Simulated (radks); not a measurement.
Question: Valence configurations of the tellurium ion Te3+ (all share [Kr]). Method: scalar-relativistic Kohn-Sham, r2SCAN, spin-polarised, spherical densities, finite nucleus; open shells are filled with parallel spins first (spin-orbit coupling, left out, can overturn this in heavy ions); meta-GGA in the generalised Kohn-Sham scheme; Fermi nuclear charge, rms radius 4.7423 fm; computed with a radial shooting solver on a logarithmic mesh with Libxc functionals. Order these by energy: 4d9 5s2 5p2; 4d8 5s1 5p4; 4d10 5s1 5p2; 4d9.5 5s2 5p1.5; 4d7 5s1 5p5; 4d10 5s1.5 5p1.5; 4d8 5s2 5p3; 4d7 5s2 5p4; 4d6 5s1 5p6; 4d10 5s2 5p1.

Answer: From the lowest, in eV above it: 4d10 5s2 5p1 0.000; 4d10 5s1.5 5p1.5 4.567; 4d10 5s1 5p2 8.252; 4d9.5 5s2 5p1.5 20.947; 4d9 5s2 5p2 42.744; 4d8 5s2 5p3 88.915; 4d8 5s1 5p4 101.33; 4d7 5s2 5p4 142.57; 4d7 5s1 5p5 155.52; 4d6 5s1 5p6 212.94. NIST lists [Kr] 4d10 5s2 5p1 as the ground configuration; this level of theory agrees among the configurations tried. The energies are those of spherical high-spin densities, not of single terms.
